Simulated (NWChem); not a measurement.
Molecule: C$_{3}$H$_{7}$FSi; SMILES C/C=C(/F)[SiH3]

All runs: NWChem. Pople sets run with spherical d functions. The geometry was optimised at PBE0/def2-SVP. Not confirmed as a minimum by frequencies. Vertical excitations in the gas phase; the lowest state need not have the same character in each row.

**Question.** Among these, which level gives the highest value of “lowest excitation, singlet (eV)”?
(A) B3LYP/6-31+G*, TDA
(B) LDA (Slater exchange, VWN5)/6-31+G*, TDA
(C) PBE/6-31+G*, TDA

**Answer.** A, B3LYP/6-31+G*, TDA. Values: PBE/6-31+G*, TDA 5.59; LDA (Slater exchange, VWN5)/6-31+G*, TDA 5.63; B3LYP/6-31+G*, TDA 6.06
